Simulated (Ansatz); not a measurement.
A short molecular-dynamics run on `[CH3][Ga]([F])[Br]`.

```yaml
crystal:
  periodic: [false, false, false]
  atoms:
    - {symbol: C, position_ang: [0.017462, 0.998487, -0.021564]}
    - {symbol: Ga, position_ang: [0.038684, -0.940052, 0.083412]}
    - {symbol: F, position_ang: [1.197462, -1.772373, 1.099476]}
    - {symbol: Br, position_ang: [-1.328866, -2.383278, -1.026230]}
    - {symbol: H, position_ang: [-0.946552, 1.349226, -0.387313]}
    - {symbol: H, position_ang: [0.222690, 1.421759, 0.962012]}
    - {symbol: H, position_ang: [0.799129, 1.326232, -0.709794]}
basis:
  gaussian: {orbitals: def2-SVP}
hamiltonian: {xc: {name: r2SCAN}, dispersion: d3bj}
md: {timestep: 0.5 fs, n_steps: 50, ensemble: nvt_langevin, temperature: 700, initial_velocities: maxwell_boltzmann, friction: 0.01, seed: 794}
```

```sh
$ ansatz run in.yaml --threads 4 --pin off --events-out ev --progress --plain --max-ram 10444MiB
```

```
step  time (fs)  potential energy (eV)  kinetic (eV)  T (K)  conserved (eV)
   0        0.0           -126209.8916        0.5429    600               –
   1        0.5           -126209.8770        0.5134    567               –
   2        1.0           -126209.8470        0.4870    538               –
   3        1.5           -126209.8112        0.4892    541               –
   4        2.0           -126209.7795        0.4659    515               –
   5        2.5           -126209.7620        0.4516    499               –
   6        3.0           -126209.7574        0.4504    498               –
   7        3.5           -126209.7607        0.4223    467               –
   8        4.0           -126209.7646        0.4457    493               –
   9        4.5           -126209.7590        0.4135    457               –
  10        5.0           -126209.7425        0.3934    435               –
  11        5.5           -126209.7164        0.3675    406               –
  12        6.0           -126209.6851        0.3347    370               –
  13        6.5           -126209.6541        0.2997    331               –
  14        7.0           -126209.6298        0.2418    267               –
  15        7.5           -126209.6172        0.2379    263               –
  16        8.0           -126209.6154        0.2231    247               –
  17        8.5           -126209.6242        0.2343    259               –
  18        9.0           -126209.6367        0.2172    240               –
  19        9.5           -126209.6500        0.2585    286               –
  20       10.0           -126209.6626        0.2890    319               –
  21       10.5           -126209.6696        0.2926    323               –
  22       11.0           -126209.6668        0.2899    320               –
  23       11.5           -126209.6542        0.2808    310               –
  24       12.0           -126209.6378        0.2530    280               –
  25       12.5           -126209.6240        0.2320    256               –
  26       13.0           -126209.6193        0.2180    241               –
  27       13.5           -126209.6268        0.2428    268               –
  28       14.0           -126209.6421        0.2801    310               –
  29       14.5           -126209.6614        0.2650    293               –
  30       15.0           -126209.6823        0.3118    345               –
  31       15.5           -126209.6990        0.3110    344               –
  32       16.0           -126209.7075        0.3233    357               –
  33       16.5           -126209.7095        0.3167    350               –
  34       17.0           -126209.7101        0.3250    359               –
  35       17.5           -126209.7142        0.3524    389               –
  36       18.0           -126209.7230        0.3515    389               –
  37       18.5           -126209.7385        0.3380    374               –
  38       19.0           -126209.7608        0.3523    389               –
  39       19.5           -126209.7841        0.4059    449               –
  40       20.0           -126209.8043        0.4107    454               –
  41       20.5           -126209.8159        0.4080    451               –
  42       21.0           -126209.8149        0.4092    452               –
  43       21.5           -126209.8010        0.3929    434               –
  44       22.0           -126209.7778        0.3955    437               –
  45       22.5           -126209.7488        0.4126    456               –
  46       23.0           -126209.7204        0.4020    444               –
  47       23.5           -126209.7024        0.4131    457               –
  48       24.0           -126209.6970        0.4035    446               –
  49       24.5           -126209.7009        0.4014    444               –
  50       25.0           -126209.7101        0.3975    439               –
```

Velocities are drawn at the set temperature; a run this short doesn't reach equilibrium.

Frames (Å, forces in eV/Å):

```xyz
7
time=0.0 fs
C     0.017    0.998   -0.022   -0.009   -0.348    0.026
Ga    0.039   -0.940    0.083    0.009    0.072   -0.005
F     1.197   -1.772    1.099    0.029   -0.004    0.024
Br   -1.329   -2.383   -1.026   -0.032   -0.024   -0.026
H    -0.947    1.349   -0.387   -0.288    0.109   -0.112
H     0.223    1.422    0.962    0.061    0.117    0.294
H     0.799    1.326   -0.710    0.229    0.078   -0.201
7
time=1.0 fs
C     0.029    0.990   -0.012   -0.623   -0.394   -1.800
Ga    0.039   -0.940    0.081   -0.038    0.071   -0.126
F     1.187   -1.770    1.097    0.181   -0.135    0.169
Br   -1.327   -2.383   -1.025   -0.051   -0.027   -0.040
H    -0.958    1.329   -0.376    0.142   -0.066    0.012
H     0.193    1.406    0.941    0.423    0.682    1.621
H     0.790    1.360   -0.723   -0.035   -0.131    0.163
7
time=2.0 fs
C     0.040    0.981   -0.004   -1.039   -0.252   -2.886
Ga    0.040   -0.940    0.080   -0.100    0.057   -0.250
F     1.176   -1.769    1.096    0.337   -0.269    0.319
Br   -1.326   -2.383   -1.024   -0.069   -0.028   -0.053
H    -0.966    1.307   -0.365    0.455   -0.189    0.084
H     0.163    1.395    0.939    0.618    0.986    2.287
H     0.778    1.389   -0.737   -0.201   -0.305    0.499
7
time=3.0 fs
C     0.051    0.973    0.002   -1.137    0.184   -2.762
Ga    0.041   -0.939    0.078   -0.174    0.049   -0.387
F     1.163   -1.767    1.096    0.504   -0.412    0.484
Br   -1.325   -2.383   -1.023   -0.088   -0.030   -0.066
H    -0.967    1.282   -0.355    0.526   -0.203    0.088
H     0.140    1.390    0.957    0.630    0.842    1.906
H     0.765    1.416   -0.746   -0.261   -0.431    0.737
7
time=4.0 fs
C     0.061    0.967    0.005   -1.040    0.815   -1.641
Ga    0.041   -0.938    0.076   -0.223    0.040   -0.503
F     1.151   -1.765    1.096    0.648   -0.538    0.632
Br   -1.324   -2.383   -1.022   -0.110   -0.034   -0.081
H    -0.961    1.256   -0.346    0.379   -0.128    0.043
H     0.124    1.390    0.993    0.567    0.344    0.703
H     0.752    1.440   -0.749   -0.221   -0.499    0.847
7
time=5.0 fs
C     0.069    0.962    0.007   -0.943    1.274   -0.239
Ga    0.042   -0.938    0.074   -0.244    0.059   -0.597
F     1.140   -1.765    1.096    0.774   -0.653    0.768
Br   -1.322   -2.382   -1.020   -0.137   -0.044   -0.099
H    -0.952    1.226   -0.338    0.096    0.009   -0.022
H     0.117    1.396    1.035    0.489   -0.179   -0.546
H     0.736    1.463   -0.741   -0.035   -0.466    0.736
7
time=6.0 fs
C     0.077    0.959    0.007   -1.028    1.435    0.960
Ga    0.042   -0.937    0.071   -0.269    0.117   -0.690
F     1.128   -1.764    1.097    0.893   -0.760    0.899
Br   -1.322   -2.380   -1.020   -0.163   -0.052   -0.117
H    -0.944    1.203   -0.332   -0.118    0.125   -0.045
H     0.119    1.402    1.070    0.406   -0.555   -1.431
H     0.720    1.482   -0.724    0.279   -0.310    0.424
7
time=7.0 fs
C     0.082    0.960    0.009   -1.188    1.382    1.671
Ga    0.043   -0.937    0.069   -0.313    0.245   -0.795
F     1.117   -1.763    1.098    1.023   -0.875    1.041
Br   -1.321   -2.378   -1.019   -0.190   -0.064   -0.137
H    -0.942    1.185   -0.326   -0.186    0.211   -0.047
H     0.123    1.406    1.092    0.332   -0.746   -1.838
H     0.711    1.501   -0.702    0.522   -0.154    0.105
7
time=8.0 fs
C     0.086    0.962    0.013   -1.386    1.201    1.832
Ga    0.043   -0.937    0.066   -0.370    0.394   -0.905
F     1.106   -1.761    1.099    1.148   -0.983    1.179
Br   -1.321   -2.377   -1.019   -0.215   -0.077   -0.158
H    -0.945    1.172   -0.321   -0.071    0.269   -0.009
H     0.132    1.400    1.098    0.257   -0.747   -1.814
H     0.712    1.517   -0.679    0.636   -0.055   -0.125
7
time=9.0 fs
C     0.089    0.965    0.018   -1.420    0.999    1.434
Ga    0.043   -0.936    0.064   -0.418    0.535   -1.003
F     1.095   -1.761    1.100    1.255   -1.076    1.298
Br   -1.320   -2.375   -1.019   -0.240   -0.093   -0.181
H    -0.948    1.162   -0.319    0.060    0.323    0.066
H     0.150    1.389    1.088    0.157   -0.598   -1.407
H     0.717    1.532   -0.661    0.605   -0.091   -0.207
7
time=10.0 fs
C     0.091    0.968    0.026   -1.361    0.742    0.650
Ga    0.044   -0.936    0.062   -0.470    0.668   -1.089
F     1.086   -1.761    1.101    1.349   -1.154    1.403
Br   -1.320   -2.373   -1.018   -0.264   -0.110   -0.205
H    -0.947    1.162   -0.318    0.137    0.361    0.136
H     0.171    1.375    1.069    0.078   -0.328   -0.649
H     0.725    1.545   -0.642    0.530   -0.180   -0.245
7
time=11.0 fs
C     0.091    0.971    0.034   -1.113    0.438   -0.538
Ga    0.044   -0.936    0.060   -0.537    0.789   -1.171
F     1.076   -1.762    1.102    1.427   -1.212    1.489
Br   -1.320   -2.372   -1.016   -0.284   -0.127   -0.229
H    -0.941    1.173   -0.315    0.070    0.383    0.163
H     0.192    1.356    1.044    0.058    0.078    0.491
H     0.738    1.558   -0.623    0.380   -0.349   -0.204
7
time=12.0 fs
C     0.088    0.973    0.041   -0.912    0.187   -1.708
Ga    0.045   -0.935    0.057   -0.567    0.858   -1.199
F     1.068   -1.765    1.104    1.455   -1.225    1.520
Br   -1.319   -2.371   -1.014   -0.305   -0.146   -0.255
H    -0.937    1.186   -0.312    0.044    0.390    0.205
H     0.213    1.338    1.025    0.076    0.454    1.594
H     0.751    1.569   -0.604    0.210   -0.518   -0.158
7
time=13.0 fs
C     0.084    0.976    0.047   -0.692    0.133   -2.329
Ga    0.046   -0.934    0.055   -0.596    0.905   -1.201
F     1.061   -1.769    1.106    1.466   -1.221    1.531
Br   -1.318   -2.370   -1.012   -0.325   -0.166   -0.279
H    -0.938    1.202   -0.310    0.075    0.393    0.247
H     0.232    1.325    1.021    0.071    0.618    2.118
H     0.769    1.572   -0.588    0.000   -0.663   -0.085
7
time=14.0 fs
C     0.078    0.978    0.051   -0.348    0.406   -2.153
Ga    0.048   -0.933    0.053   -0.625    0.913   -1.170
F     1.054   -1.774    1.109    1.456   -1.194    1.512
Br   -1.317   -2.370   -1.010   -0.340   -0.185   -0.302
H    -0.941    1.222   -0.307    0.178    0.376    0.284
H     0.251    1.318    1.033   -0.037    0.489    1.794
H     0.795    1.568   -0.574   -0.285   -0.806    0.034
7
time=15.0 fs
C     0.073    0.980    0.055    0.057    0.763   -1.350
Ga    0.049   -0.931    0.052   -0.620    0.871   -1.089
F     1.048   -1.780    1.112    1.402   -1.129    1.446
Br   -1.316   -2.369   -1.008   -0.347   -0.194   -0.318
H    -0.942    1.242   -0.306    0.253    0.360    0.314
H     0.266    1.315    1.061   -0.251    0.190    0.893
H     0.819    1.560   -0.558   -0.493   -0.863    0.105
7
time=16.0 fs
C     0.067    0.984    0.057    0.466    0.990   -0.201
Ga    0.050   -0.929    0.050   -0.579    0.800   -0.968
F     1.044   -1.786    1.115    1.307   -1.026    1.335
Br   -1.316   -2.369   -1.006   -0.353   -0.203   -0.332
H    -0.942    1.261   -0.304    0.258    0.370    0.307
H     0.278    1.309    1.100   -0.504   -0.130   -0.247
H     0.842    1.545   -0.541   -0.596   -0.801    0.106
7
time=17.0 fs
C     0.064    0.988    0.058    0.821    0.978    0.752
Ga    0.050   -0.928    0.048   -0.513    0.714   -0.803
F     1.039   -1.794    1.120    1.177   -0.890    1.183
Br   -1.315   -2.370   -1.005   -0.361   -0.216   -0.348
H    -0.934    1.284   -0.303    0.135    0.389    0.245
H     0.283    1.301    1.137   -0.664   -0.314   -1.105
H     0.864    1.522   -0.526   -0.595   -0.661    0.077
7
time=18.0 fs
C     0.062    0.994    0.059    1.105    0.676    1.318
Ga    0.050   -0.926    0.046   -0.449    0.638   -0.626
F     1.036   -1.802    1.125    1.032   -0.733    1.010
Br   -1.315   -2.369   -1.003   -0.369   -0.234   -0.365
H    -0.918    1.313   -0.302   -0.146    0.433    0.104
H     0.277    1.287    1.157   -0.682   -0.317   -1.434
H     0.884    1.494   -0.509   -0.491   -0.463   -0.007
7
time=19.0 fs
C     0.059    0.999    0.061    0.982    0.309    1.454
Ga    0.051   -0.924    0.043   -0.425    0.558   -0.463
F     1.033   -1.809    1.130    0.901   -0.585    0.849
Br   -1.315   -2.369   -1.001   -0.369   -0.247   -0.380
H    -0.903    1.350   -0.302   -0.275    0.395    0.005
H     0.262    1.274    1.159   -0.587   -0.222   -1.298
H     0.896    1.462   -0.492   -0.227   -0.208   -0.166
7
time=20.0 fs
C     0.057    1.005    0.064    0.515   -0.062    1.003
Ga    0.052   -0.922    0.041   -0.410    0.474   -0.299
F     1.030   -1.816    1.136    0.772   -0.434    0.685
Br   -1.315   -2.368   -0.999   -0.371   -0.264   -0.397
H    -0.894    1.388   -0.307   -0.112    0.256    0.011
H     0.246    1.257    1.145   -0.418   -0.006   -0.694
H     0.910    1.425   -0.479    0.024    0.036   -0.309
7
time=21.0 fs
C     0.055    1.011    0.069   -0.039   -0.432    0.037
Ga    0.052   -0.920    0.038   -0.391    0.404   -0.147
F     1.027   -1.824    1.141    0.643   -0.281    0.522
Br   -1.316   -2.368   -0.997   -0.372   -0.281   -0.413
H    -0.889    1.426   -0.310    0.144    0.075    0.045
H     0.226    1.237    1.122   -0.185    0.293    0.358
H     0.923    1.391   -0.465    0.199    0.222   -0.403
7
time=22.0 fs
C     0.052    1.018    0.073   -0.262   -0.769   -1.150
Ga    0.054   -0.919    0.035   -0.371    0.331    0.001
F     1.026   -1.831    1.148    0.511   -0.122    0.352
Br   -1.317   -2.368   -0.994   -0.370   -0.296   -0.425
H    -0.881    1.463   -0.307    0.206   -0.044   -0.007
H     0.203    1.216    1.100    0.080    0.586    1.591
H     0.936    1.365   -0.456    0.205    0.314   -0.361
7
time=23.0 fs
C     0.046    1.024    0.074   -0.071   -0.994   -2.088
Ga    0.055   -0.918    0.033   -0.349    0.225    0.154
F     1.024   -1.838    1.156    0.369    0.050    0.167
Br   -1.317   -2.368   -0.992   -0.362   -0.307   -0.434
H    -0.868    1.497   -0.304    0.118   -0.086   -0.104
H     0.183    1.197    1.088    0.269    0.776    2.501
H     0.951    1.341   -0.451    0.025    0.336   -0.197
7
time=24.0 fs
C     0.040    1.028    0.074    0.377   -1.032   -2.116
Ga    0.058   -0.916    0.030   -0.320    0.103    0.312
F     1.023   -1.847    1.164    0.229    0.226   -0.019
Br   -1.318   -2.368   -0.989   -0.356   -0.318   -0.442
H    -0.855    1.530   -0.304   -0.005   -0.092   -0.207
H     0.164    1.183    1.093    0.311    0.773    2.464
H     0.969    1.319   -0.445   -0.237    0.340    0.007
7
time=25.0 fs
C     0.034    1.032    0.073    0.911   -0.891   -1.311
Ga    0.059   -0.915    0.027   -0.273   -0.016    0.468
F     1.020   -1.855    1.172    0.094    0.396   -0.200
Br   -1.319   -2.369   -0.986   -0.348   -0.322   -0.446
H    -0.843    1.558   -0.309   -0.066   -0.113   -0.239
H     0.152    1.175    1.116    0.206    0.638    1.538
H     0.986    1.308   -0.436   -0.524    0.308    0.190
```

Run time 47 s (4 threads of an INTEL XEON PLATINUM 8581C on a shared host); peak host memory 0.2 GiB.
